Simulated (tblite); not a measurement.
Species: C7H9ClOS.
SMILES with atom numbers: `[CH2:1]=[C:2]([Cl:3])[CH2:4][C@H:5]1[CH2:6][C:7](=[O:8])[CH2:9][S:10]1` (hydrogens: H11, H12 on C1; H13, H14 on C4; H15 on C5; H16, H17 on C6; H18, H19 on C9)

Geometry (GFN2-xTB, Å), atoms numbered from 1 in this order:
```
atom  x, y, z in Å
C1     2.398   -1.369    0.340
C2     2.089   -0.195   -0.181
Cl3    2.933    0.396   -1.579
C4     1.018    0.724    0.318
C5    -0.122    0.865   -0.696
C6    -0.877   -0.435   -0.905
C7    -1.841   -0.615    0.245
O8    -2.229   -1.666    0.672
C9    -2.273    0.721    0.814
S10   -1.386    2.034   -0.066
H11    3.177   -1.991   -0.064
H12    1.876   -1.740    1.204
H13    0.627    0.331    1.258
H14    1.441    1.714    0.503
H15    0.256    1.281   -1.630
H16   -0.211   -1.294   -0.989
H17   -1.482   -0.378   -1.815
H18   -2.058    0.765    1.884
H19   -3.346    0.859    0.679
```

Calculated harmonic vibrations of the isolated species, GFN2-xTB (tblite), most abundant isotopes, no scaling. This tight-binding method is rough: wavenumbers can miss measured ones by several per cent, in bad cases by 10 to 20. One conformer, not necessarily the lowest.

Harmonic wavenumbers (cm⁻¹): 30.5, 44.3, 72.6, 107.8, 133.1, 227.0, 329.4, 357.7, 382.4, 429.2, 458.1, 464.2, 518.4, 594.2, 638.7, 685.8, 737.1, 761.9, 797.7, 842.5, 880.4, 903.0, 919.3, 934.1, 999.4, 1046.7, 1068.6, 1108.0, 1131.1, 1149.5, 1163.2, 1182.9, 1189.2, 1266.1, 1276.5, 1310.4, 1386.2, 1401.8, 1419.3, 1454.7, 1694.4, 1794.0, 2958.7, 2962.0, 2977.1, 2984.8, 2993.1, 2994.1, 3005.0, 3115.2, 3149.3.

A = 1660, B = 605.9, C = 497.9 MHz; mass 176.006 u (most abundant isotopes); point group C1, symmetry number 1.

Task: Zero-point energy?

Result: Half the sum of the wavenumbers: 31215 cm⁻¹ = 373.42 kJ/mol.

Task: Give the ideal-gas entropy at 200 K and 1 bar in the rigid-rotor, harmonic-oscillator model (classical rotation).

Result: Translation 165.04, rotation 124.06, vibration 92.89: S = 382.0 J/(mol K).

Task: And Cp and H(200 K) − H(0)?

Result: Cp = 122.44 J/(mol K), of which vibrations give 89.18 (their classical limit is 51 R = 424.0); H(200 K) − H(0) = 15.94 kJ/mol without the zero-point energy, 9.29 from vibrations.

Task: How do the functions run with temperature in this model?

Result: 
| T (K) | S (J/(mol K)) | Cp (J/(mol K)) | H − H(0) (kJ/mol) | G − H(0) (kJ/mol) | ln q(vib) |
| --- | --- | --- | --- | --- | --- |
| 150 | 350.2 | 100.1 | 10.38 | -42.14 | 4.17 |
| 250 | 411.8 | 146.1 | 22.65 | -80.31 | 6.97 |
| 298.15 | 439.5 | 169.1 | 30.24 | -100.81 | 8.30 |
| 400 | 495.7 | 214.2 | 49.81 | -148.46 | 11.10 |
| 600 | 596.0 | 280.2 | 99.74 | -257.86 | 16.52 |
| 900 | 722.0 | 340.0 | 193.60 | -456.23 | 24.18 |

q(vib) and H(0) count from the zero-point level.

Task: Which modes carry the vibrational entropy at 200 K?

Result: 30.5 cm⁻¹: 20.94; 44.3 cm⁻¹: 17.86; 72.6 cm⁻¹: 13.81; 107.8 cm⁻¹: 10.63; 133.1 cm⁻¹: 8.99; 227.0 cm⁻¹: 5.10 J/(mol K); the other 45 give 15.55 together.

Task: What must be added to the electronic energy to get the Gibbs energy at 200 K and 1 bar?

Result: ZPE + [H(200 K) − H(0)] − T·S = 373.42 + 15.94 − 76.40 = 312.96 kJ/mol.

Task: Blend soft modes into free rotors: weight 1/[1 + (100 cm⁻¹/ν̃)⁴] for the oscillator and the rest for a rotor with moment μB/(μ + B), μ = h/(8π²ν), B = 10⁻⁴⁴ kg m². What vibrational entropy results?

Result: 81.35 J/(mol K) in place of 92.89, which changes −T·S at 200 K by +2.31 kJ/mol.

Hindered rotation and anharmonicity are outside this model. Other conformers, if any are populated, would add a mixing term that is left out. The structure is chiral; the term R ln 2 for an equal mix with its mirror image is left out.

Time: 1.6 s of wall time. Hardware: one thread of an Arm Neoverse N1, on a shared host. This covers the Hessian and the dipole derivatives.
